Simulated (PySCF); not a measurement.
IRb, singlet, at a GFN2-xTB geometry (such geometries of metal compounds can be far from the true shape) (all electrons, no relativity); CAMB3LYP/3-21G (PySCF).

PySCF was given this input:
```python
from pyscf import gto, scf, dft

mol = gto.Mole()
mol.atom = '''
    Rb   -0.00000000   -0.00000000   -1.91534858
    I     0.00000000    0.00000000    1.33713014
'''
mol.basis = '3-21g'
mol.verbose = 4
mol.build()

mf = dft.RKS(mol)
mf.xc = 'camb3lyp'
mf.kernel()
mf.analyze()
```

Problem. Write the output that PySCF gives for this input, abridged.

Solution. 
```
PySCF version 2.14.0

[INPUT] verbose = 4
[INPUT] num. atoms = 2
[INPUT] num. electrons = 90
[INPUT] charge = 0
[INPUT] spin (= nelec alpha-beta = 2S) = 0
[INPUT] symmetry False subgroup None
[INPUT] Mole.unit = angstrom
[INPUT] Symbol           X                Y                Z      unit          X                Y                Z       unit  Magmom
[...]
nuclear repulsion = 319.054050756132
number of shells = 25
number of NR pGTOs = 147
number of NR cGTOs = 57
basis = 3-21g
ecp = {}

******** <class 'pyscf.dft.rks.RKS'> ********
method = RKS
initial guess = minao
damping factor = 0
level_shift factor = 0
DIIS = <class 'pyscf.scf.diis.CDIIS'>
diis_start_cycle = 1
diis_space = 8
diis_damp = 0
SCF conv_tol = 1e-09
SCF conv_tol_grad = None
SCF max_cycles = 50
direct_scf = True
direct_scf_tol = 1e-13
XC library pyscf.dft.libxc version 7.1.2
    S. Lehtola, C. Steigemann, M. J. T. Oliveira, and M. A. L. Marques,  SoftwareX 7, 1–5 (2018)
XC functionals = camb3lyp
    T. Yanai, D. P. Tew, and N. C. Handy,  Chem. Phys. Lett. 393, 51 (2004)
radial grids:
    Treutler-Ahlrichs [JCP 102, 346 (1995); DOI:10.1063/1.469408] (M4) radial grids

becke partition: Becke, JCP 88, 2547 (1988); DOI:10.1063/1.454033
pruning grids: <function nwchem_prune>
grids dens level: 3
symmetrized grids: False
atomic radii adjust function: <function treutler_atomic_radii_adjust>
small_rho_cutoff = 0
Set gradient conv threshold to 3.16228e-05
Initial guess from minao.
tot grids = 43872
init E= -9796.06421360486
[...]
cycle= 1 E= -9816.90147745479  delta_E= -20.8  |g|= 0.296  |ddm|= 1.19
[...]
cycle= 2 E= -9816.92929350525  delta_E= -0.0278  |g|= 0.164  |ddm|= 1.31
[...]
cycle= 3 E= -9816.94030217959  delta_E= -0.011  |g|= 0.00417  |ddm|= 0.439
[...]
cycle= 4 E= -9816.94032162864  delta_E= -1.94e-05  |g|= 0.000989  |ddm|= 0.0257
[...]
cycle= 5 E= -9816.94032238788  delta_E= -7.59e-07  |g|= 7.03e-05  |ddm|= 0.00464
[...]
cycle= 6 E= -9816.94032239917  delta_E= -1.13e-08  |g|= 1.25e-05  |ddm|= 0.000566
[...]
cycle= 7 E= -9816.94032239959  delta_E= -4.18e-10  |g|= 1.03e-06  |ddm|= 0.000142
[...]
Extra cycle  E= -9816.94032239958  delta_E= 7.28e-12  |g|= 2.93e-07  |ddm|= 8.37e-06
converged SCF energy = -9816.94032239958
**** SCF Summaries ****
Total Energy =                       -9816.940322399581419
Nuclear Repulsion Energy =             319.054050756132256
One-electron Energy =               -14187.281215960962072
Two-electron Energy =                 4051.286842805247034
Two-electron Coulomb Energy =         4327.904262997846672
DFT Exchange-Correlation Energy =     -276.617420192599411
HOMO-LUMO gap [eV] =                     4.705287386939862
**** MO energy ****
[...]
 ** Mulliken pop on meta-lowdin orthogonal AOs  **
 ** Mulliken pop  **
 ** Mulliken atomic charges  **
charge of    0Rb =      0.80192
charge of    1I =     -0.80192
Dipole moment(X, Y, Z, Debye): -0.00000, -0.00000, -13.23657
```
